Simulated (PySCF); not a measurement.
From a log to its input

A PySCF 2.14 run on the atoms F 0 0 0 (angstrom) printed this (some set-up lines and the per-cycle HOMO/LUMO lines with their warnings removed):

```
PySCF version 2.14.0


nuclear repulsion = 0
number of shells = 3
number of NR pGTOs = 24
number of NR cGTOs = 14
basis = x2c-svpall
ecp = {}

******** <class 'pyscf.df.df_jk.DFsfX2C1eUKS'> ********
method = DFsfX2C1eUKS
initial guess = minao
damping factor = 0
level_shift factor = 0
DIIS = <class 'pyscf.scf.diis.CDIIS'>
SCF conv_tol = 1e-09
SCF max_cycles = 50
number electrons alpha = 4  beta = 2
XC functionals = o3lyp
    W.-M. Hoe, A. J. Cohen, and N. C. Handy.,  Chem. Phys. Lett. 341, 319–328 (2001)

grids dens level: 3

******** <class 'pyscf.x2c.sfx2c1e.SpinFreeX2CHelper'> ********
approx = 1e
xuncontract = 1
tot grids = 14264
******** <class 'pyscf.df.df.DF'> ********
auxbasis = def2-universal-jkfit
init E= -99.61446658168

cycle= 1 E= -94.9598690625845  delta_E= 4.65  |g|= 1.18  |ddm|= 1.15
cycle= 2 E= -95.4239890912762  delta_E= -0.464  |g|= 0.206  |ddm|= 1.07
cycle= 3 E= -95.4384452937713  delta_E= -0.0145  |g|= 0.00475  |ddm|= 0.201
cycle= 4 E= -95.4384536316672  delta_E= -8.34e-06  |g|= 0.000168  |ddm|= 0.00541
cycle= 5 E= -95.4384536407019  delta_E= -9.03e-09  |g|= 1.13e-05  |ddm|= 0.000163
cycle= 6 E= -95.4384536408656  delta_E= -1.64e-10  |g|= 4.21e-06  |ddm|= 2.58e-05
Extra cycle  E= -95.4384536409898  delta_E= -1.24e-10  |g|= 4.21e-06  |ddm|= 2.36e-05
converged SCF energy = -95.4384536409898  <S^2> = 2.0014485  2S+1 = 3.0009655
**** SCF Summaries ****
Total Energy =                         -95.438453640989792
Nuclear Repulsion Energy =               0.000000000000000
One-electron Energy =                 -117.984372072380395
Two-electron Energy =                   22.545918431390611
Two-electron Coulomb Energy =           31.149087992466587
DFT Exchange-Correlation Energy =       -8.603169561075976
**** MO energy ****
                             alpha | beta                alpha | beta
MO #1   energy= -27.5428741624408  | -27.4703887010716  occ= 1 | 1
MO #2   energy= -3.47773506198045  | -3.25092889207441  occ= 1 | 1
MO #3   energy= -2.83762132830232  | -2.56265256720395  occ= 1 | 0
MO #4   energy= -2.83761897973845  | -2.4494670763783   occ= 1 | 0
MO #5   energy= -2.6804652264492   | -2.44946643505035  occ= 0 | 0
MO #6   energy= -0.732370678499106 | -0.672409972893274 occ= 0 | 0
MO #7   energy= -0.653651456438895 | -0.62013297159367  occ= 0 | 0
MO #8   energy= -0.653650707761842 | -0.575609307485047 occ= 0 | 0
MO #9   energy= -0.652802696025218 | -0.575609016440075 occ= 0 | 0
MO #10  energy= 0.772771889457774  | 0.894747823461218  occ= 0 | 0
MO #11  energy= 0.772772269404039  | 0.919246093655081  occ= 0 | 0
MO #12  energy= 0.781104048135371  | 0.91924642483785   occ= 0 | 0
MO #13  energy= 0.781107554354417  | 0.988513406434942  occ= 0 | 0
MO #14  energy= 0.807317018971931  | 0.988513439240098  occ= 0 | 0

To work with the spin densities directly, `use mulliken_meta_spin()` only printing them here.

 ** Mulliken spin pop alpha/beta on meta-lowdin orthogonal AOs **
 ** Mulliken Spin Density (per AO)  **
 ** Mulliken Spin Density (per atom)  **
spin density of  0 F =      2.00000
 ** Mulliken pop alpha/beta on meta-lowdin orthogonal AOs **
 ** Mulliken pop       alpha | beta **
pop of  0 F 1s        0.99999 | 1.00000
pop of  0 F 2s        0.97644 | 0.98424
pop of  0 F 3s        0.02352 | 0.01544
pop of  0 F 2px       0.27715 | 0.00000
pop of  0 F 2py       0.65325 | 0.00000
pop of  0 F 2pz       0.91954 | 0.00000
pop of  0 F 3px       0.02248 | 0.00000
pop of  0 F 3py       0.05299 | 0.00000
pop of  0 F 3pz       0.07459 | 0.00000
pop of  0 F 3dxy      0.00002 | 0.00020
pop of  0 F 3dyz      0.00000 | 0.00000
pop of  0 F 3dz^2     0.00001 | 0.00008
pop of  0 F 3dxz      0.00000 | 0.00000
pop of  0 F 3dx2-y2    0.00000 | 0.00004
In total             4.00000 | 2.00000
 ** Mulliken atomic charges   ( Nelec_alpha | Nelec_beta ) **
charge of  0F =      3.00000  (     4.00000      2.00000 )
Dipole moment(X, Y, Z, Debye): -0.00000,  0.00000,  0.00000
orbital energies (hartree): [array([-3.4777, -2.8376, -2.8376, -2.6805, -0.7324, -0.6537]), array([-27.4704,  -3.2509,  -2.5627,  -2.4495,  -2.4495])]
```

Task: Write the input that gave this log.

Result: The input was:

```python
from pyscf import gto, dft

mol = gto.M(
    atom='F 0 0 0',
    basis='x2c-svpall',
    charge=3,
    spin=2,
    verbose=4,
)
mf = dft.UKS(mol, xc='o3lyp')
mf = mf.sfx2c1e()
mf = mf.density_fit(auxbasis='def2-universal-jkfit')
mf.kernel()
mf.analyze()
print('orbital energies (hartree):', [e[max(0, n-3):n+3].round(4) for e, n in zip(mf.mo_energy, mol.nelec)])
```

No search for the lowest solution was made.
